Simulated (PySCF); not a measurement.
# Ru²¹⁺: ionisation energy

Ru²¹⁺ [Ar] 3d5 [3d3/2^4 3d5/2^1, M_J = 5/2] → Ru²²⁺ [Ar] 3d4 [3d3/2^4, M_J = 0], as a difference of total energies. Calculation: PySCF 2.14, in an even-tempered Gaussian basis (17 s from 2.5 bohr⁻², ratio 2.8; 12 p from 3.2 bohr⁻², ratio 2.8; 8 d from 3.2 bohr⁻², ratio 2.8; 4 f from 12 bohr⁻², ratio 3); the two-component X2C-1e Hamiltonian. Correlated levels: [Ne] frozen; the 76 highest virtual spinors dropped. "Screened" scales the spin-orbit matrix elements by Boettger's factors to mimic the two-electron term; Breit and QED terms are absent.

```csv
method,ionisation energy (eV)
GHF (spin-free),986.64
GMP2 (spin-free),986.90
GHF (screened spin-orbit),983.59
GMP2 (screened spin-orbit),983.69
```

Breit and QED terms and the two-electron picture change are absent.

The spin-free rows relax to the high-spin LS determinant and lack the spin-orbit shift.

The labels give the starting determinants; with spin-orbit coupling the two ends relaxed to ⟨J²⟩ = 8.75, ⟨L²⟩ = 0.18, ⟨S²⟩ = 8.35 and ⟨J²⟩ = 2.31, ⟨L²⟩ = 5.19, ⟨S²⟩ = 5.19.

The determinant of Ru²²⁺ mixes levels of different J (the jj label is only the starting occupation), so the difference between spin-free and spin-orbit rows is not the physical spin-orbit shift.

For comparison: 981 ± 4 eV (theoretical estimate listed by NIST; NIST Atomic Spectra Database, ionization energies).
